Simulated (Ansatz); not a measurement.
Total energies of In(H2S)F3 (InH2SF3) from Ansatz at PBE-D4/def2-TZVP, gas phase (1 Eh = 27.2114 eV = 2625.5 kJ/mol). The reference geometry is relaxed at PBE-D4/def2-SVP.

```xyz
7

In    0.3264   -0.7930   -0.6173
S    -0.9765    0.6332    1.3165
H     0.3570    1.0166    1.2576
H    -1.3260    1.5183    0.3368
F     0.3498   -2.7187   -0.2313
F     1.8050    0.3417    0.1403
F    -0.5357    0.0020   -2.2026
```

```
                 state   geometry  energy (Eh)
      charge 0 singlet  reference   -888.86350
      charge 1 doublet  reference   -888.45118
free In atom (doublet)          –   -190.11735
 free S atom (triplet)          –   -397.93833
 free H atom (doublet)          –     -0.49962
 free F atom (doublet)          –    -99.66912
```

In the def2 sets In takes a core potential; there is no spin–orbit coupling.

(1) Work out the vertical ionisation energy to the doublet.

(2) What is the binding energy per atom against free atoms?

(1) E(charge 1 doublet) − E(charge 0 singlet) = -888.45118 − (-888.86350) = 0.41232 Eh = 11.22 eV. For comparison, −ε of the highest occupied level is 8.24 eV at this level, 2.98 eV less.

(2) Atoms: 1 × (-190.11735) + 1 × (-397.93833) + 2 × (-0.49962) + 3 × (-99.66912) = -888.06228 Eh. Binding: -888.06228 − (-888.86350) = 0.80122 Eh = 21.80 eV, or 3.11 eV for each of 7 atoms (no zero-point energy, no counterpoise term).
